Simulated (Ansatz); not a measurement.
C₅H₁₅NSn⁻, that is SnH2Me(NEt2) with one electron more. Charge -1, multiplicity 2. Geometry r2SCAN-D4/def2-SVP, that of the neutral singlet; atoms count from 1.

```xyz
22

Sn    0.596   -1.311    1.350
H     0.025   -2.901    1.036
H     2.284   -1.270    1.670
C    -0.478   -0.406    2.998
H    -0.245    0.668    3.047
H    -0.180   -0.878    3.946
H    -1.562   -0.530    2.860
N     0.368   -0.307   -0.425
C    -0.818   -0.542   -1.231
C    -2.105    0.101   -0.706
C     0.995    0.995   -0.594
C     1.875    1.077   -1.840
H    -0.974   -1.632   -1.332
H    -0.628   -0.180   -2.261
H    -2.376   -0.313    0.281
H    -1.994    1.191   -0.590
H    -2.952   -0.079   -1.388
H     0.241    1.812   -0.623
H     1.621    1.215    0.291
H     2.683    0.330   -1.789
H     1.296    0.880   -2.757
H     2.327    2.078   -1.941
```

In the def2 sets Sn takes a core potential; there is no spin–orbit coupling. The highest occupied level of the charge -1 doublet lies above zero (up to 3.64 eV). By energy differences it is unbound by 2.13 eV (vertical, against the charge 0 singlet, at PBE0-D4/def2-SVP) and held by the finite basis.

(1) Estimate the Mulliken populations from the PBE0/def2-SVP orbitals of Ansatz.

(2) Where does the spin sit?

(3) And the Mayer bond orders between heavy atoms (over 0.3)?

## Answers

(1) 
| atom | charge (e) | spin (α − β) |
| --- | --- | --- |
| Sn1 | 0.00 | 0.88 |
| H2 | -0.13 | -0.03 |
| H3 | -0.13 | -0.04 |
| C4 | -0.30 | -0.04 |
| H5 | 0.03 | 0.01 |
| H6 | 0.04 | 0.01 |
| H7 | 0.03 | 0.01 |
| N8 | -0.52 | 0.04 |
| C9 | 0.13 | 0.00 |
| C10 | -0.03 | -0.03 |
| C11 | 0.18 | -0.04 |
| C12 | -0.03 | -0.02 |
| H13 | -0.04 | 0.05 |
| H14 | -0.03 | 0.00 |
| H15 | 0.01 | 0.02 |
| H16 | 0.00 | 0.01 |
| H17 | -0.03 | 0.01 |
| H18 | -0.04 | 0.01 |
| H19 | -0.09 | 0.12 |
| H20 | 0.01 | 0.01 |
| H21 | 0.00 | 0.00 |
| H22 | -0.04 | 0.03 |
Mulliken values depend strongly on the basis.

(2) Summed by element: Sn 0.88, H 0.21, C -0.13, N 0.04, of 1 unpaired in all. Largest on single atoms: Sn1 0.88, H19 0.12, H13 0.05.

(3) Sn1–C4 0.87 (2.17 Å); Sn1–N8 0.63 (2.05 Å); N8–C9 1.05 (1.45 Å); N8–C11 1.05 (1.46 Å); C9–C10 1.06 (1.53 Å); C11–C12 1.08 (1.53 Å).
